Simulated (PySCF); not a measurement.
C5H9N, SMILES C(NC)C=C=C. Atoms are numbered in the order given.

```xyz
15

C      3.0553     0.6389     0.2733
C      1.9221    -0.0137     0.2358
C      0.7858    -0.6643     0.1899
C     -0.4389    -0.1975    -0.5440
N     -1.5830    -0.1743     0.3365
C     -2.8133     0.2054    -0.3095
H      3.2640     1.3723     1.0598
H      3.8338     0.4709    -0.4787
H      0.6905    -1.6153     0.7301
H     -0.2270     0.7761    -1.0385
H     -0.6565    -0.9132    -1.3594
H     -1.3900     0.4368     1.1267
H     -2.7815     1.1895    -0.8280
H     -3.0871    -0.5483    -1.0666
H     -3.6310     0.2380     0.4260
```
Charge 0, spin multiplicity 1.

Geometry optimised at PBE0-D3(BJ)/def2-SVP. The values are those of a single conformer.

Vertical ionisation energy (IE) and electron affinity (EA) in eV. Rows of orbital energies are one-electron estimates. Where ΔSCF, EOM or ADC give a negative EA the extra electron is unbound and the value depends on the basis.

```json
[
 {"level": "−ε(HOMO), −ε(LUMO), PBE0/def2-TZVP (PySCF)", "IE": "[?]", "EA": "[?]"},
 {"level": "−ε(HOMO), −ε(LUMO), PBE/def2-TZVP (PySCF)", "IE": "5.10", "EA": "0.74"}
]
```

Some entries are withheld; supply them. (The exact figures need the calculation; the answer reports its results.)


- −ε(HOMO), −ε(LUMO), PBE0/def2-TZVP (PySCF), IE: 6.52
- −ε(HOMO), −ε(LUMO), PBE0/def2-TZVP (PySCF), EA: -0.28
